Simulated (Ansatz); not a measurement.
**Energy profile**

The step: SiH₂Cl₂ ([Cl][SiH2][Cl]) + HF + HF → SiH₂ClF ([F][SiH2][Cl]) + HCl + HF; bonds formed: Si1–F7, Cl2–H8, H6–F9; bonds broken: Si1–Cl2, H6–F7, H8–F9 (atoms numbered as in the saddle structure below).

Si1  (-0.933, 0.506, -0.319)
Cl2  (1.351, 0.656, -0.662)
H3  (-1.623, -0.468, -1.177)
H4  (-1.427, 1.215, 0.870)
Cl5  (-1.099, 2.149, -1.655)
H6  (0.710, -1.331, 1.014)
F7  (-0.480, -0.861, 0.763)
H8  (1.773, -0.435, 0.179)
F9  (1.728, -1.432, 0.988)
(Å)

Electronic energies by CCSD(T) at an estimated basis limit (MP2 extrapolated from triple and quadruple zeta, plus CCSD(T) − MP2 in triple zeta), on PBE0-D4/def2-TZVP structures; SiH4Cl2F2, singlet; no counterpoise correction. Computed with Ansatz 0.2.0 (basis: def2-TZVPP and def2-QZVPP); correlated methods freeze the cores. Extrapolation: Hartree–Fock as exp(−7.88 √X), correlation as X^−2.97.

Problem. Give the profile in kJ/mol, counted from the separated reactants. (Judge from chemistry; the value comes from the calculation.)

Solution. The calculation gives:
```json
{"point": "separated: SiH2Cl2 (linked as [Cl][SiH2][Cl]; Si1, Cl2, H3, H4, Cl5; singlet) + HF (H6, F7; singlet) + HF (H8, F9; singlet)", "kJ/mol": "0.0"}
{"point": "start structure", "kJ/mol": "-43.4"}
{"point": "saddle", "kJ/mol": "70.0"}
{"point": "end structure", "kJ/mol": "-73.7"}
{"point": "separated: SiH2ClF (linked as [F][SiH2][Cl]; Si1, H3, H4, Cl5, F7; singlet) + HCl (Cl2, H8; singlet) + HF (H6, F9; singlet)", "kJ/mol": "-40.7"}
```

T1 diagnostic: at most 0.011.

For scale, one of the runs: CCSD(T)/def2-TZVPP, 244 basis functions, launched by `ansatz run in.yaml --threads 8 --pin off --events-out ev --progress --plain --max-ram 19148MiB`. The run took 2.2 min on 8 CPU threads of an Intel Xeon (shared host), with 4.8 GiB of host memory at its peak.
